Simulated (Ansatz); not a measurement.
```yaml
crystal:
  periodic: [false, false, false]
  atoms:
    - {symbol: C, position_ang: [-4.039504, -1.472643, 0.478184]}
    - {symbol: C, position_ang: [-2.838122, -0.398369, 0.522724]}
    - {symbol: C, position_ang: [-2.188959, -0.312803, -0.872268]}
    - {symbol: C, position_ang: [-1.106263, 0.800941, -0.898206]}
    - {symbol: N, position_ang: [0.016563, 0.387564, 0.006405]}
    - {symbol: C, position_ang: [0.273102, 1.117146, 1.160457]}
    - {symbol: C, position_ang: [1.466980, 0.520367, 1.710250]}
    - {symbol: N, position_ang: [1.860180, -0.392645, 0.676830]}
    - {symbol: C, position_ang: [3.115516, -1.227011, 0.895683]}
    - {symbol: C, position_ang: [0.997215, -0.484219, -0.253677]}
    - {symbol: H, position_ang: [-4.793789, -1.179812, -0.295099]}
    - {symbol: H, position_ang: [-4.506062, -1.566532, 1.424354]}
    - {symbol: H, position_ang: [-3.620971, -2.497747, 0.176981]}
    - {symbol: H, position_ang: [-3.241838, 0.573124, 0.760159]}
    - {symbol: H, position_ang: [-2.130047, -0.782112, 1.248364]}
    - {symbol: H, position_ang: [-1.817493, -1.208981, -1.218152]}
    - {symbol: H, position_ang: [-2.963137, -0.010048, -1.592748]}
    - {symbol: H, position_ang: [-0.572174, 0.834650, -1.931313]}
    - {symbol: H, position_ang: [-1.411773, 1.745460, -0.604111]}
    - {symbol: H, position_ang: [-0.309452, 1.860394, 1.542849]}
    - {symbol: H, position_ang: [2.104189, 0.767519, 2.503824]}
    - {symbol: H, position_ang: [3.231053, -1.786312, -0.081462]}
    - {symbol: H, position_ang: [2.970457, -1.914192, 1.709121]}
    - {symbol: H, position_ang: [3.929114, -0.522007, 0.932785]}
    - {symbol: H, position_ang: [1.004069, -1.112249, -1.166129]}
    - {symbol: N, position_ang: [4.082878, 1.703389, 0.643289]}
    - {symbol: C, position_ang: [3.717373, 1.938195, -0.445120]}
    - {symbol: N, position_ang: [3.177727, 2.211999, -1.647426]}
    - {symbol: C, position_ang: [2.336095, 1.436225, -2.265937]}
    - {symbol: N, position_ang: [1.444247, 0.860837, -2.799852]}
basis:
  gaussian: {orbitals: "6-31G*"}
hamiltonian: {xc: {name: BHLYP}, dispersion: d3bj}
```

```sh
$ ansatz run in.yaml --threads 4 --pin off --events-out ev --progress --plain --max-ram 6963MiB
```

It prints (some lines left out):

```
Functional definition: BHLYP
  name "BHLYP"
  cite "Becke, J. Chem. Phys. 98, 1372 (1993) doi:10.1063/1.464304"
  cite "Becke, Phys. Rev. A 38, 3098 (1988) doi:10.1103/PhysRevA.38.3098"
  cite "Lee, Yang & Parr, Phys. Rev. B 37, 785 (1988) doi:10.1103/PhysRevB.37.785"
  parameter a = 0.5
  exchange = (1 - a)*b88_x + a*exact_x
  correlation = lyp_c
3325 factors; their error is unknown
mean field evaluation 1: about -18039.6953 eV, gradient 6.9e1 eV
mean field evaluation 2: about -18036.9896 eV, gradient 8.0e1 eV
mean field evaluation 4: about -18049.8923 eV, gradient 5.2e0 eV
mean field evaluation 8: about -18049.9490 eV, gradient 4.2e-1 eV
mean field evaluation 16: about -18049.9999 eV, gradient 1.9e-3 eV
mean field -18049.99993982 eV, -663.3252630591 hartree, gradient 5.5e-5 eV, S^2 0.000000; 0 other end points of the search recorded, 0 dependent functions left out
reference -18050.00016796 eV, -663.3252714431 hartree; 55, 55 occupied and 200, 200 virtual orbitals, 3325 factors
Total energy: -18051.17498096 eV, -663.3684450242 hartree
```

Hardware: 4 threads of AMD EPYC 7R43 on a shared host. Wall time 11 s, peak host memory 1.2 GiB.

The 6-31G sets use Cartesian d functions.
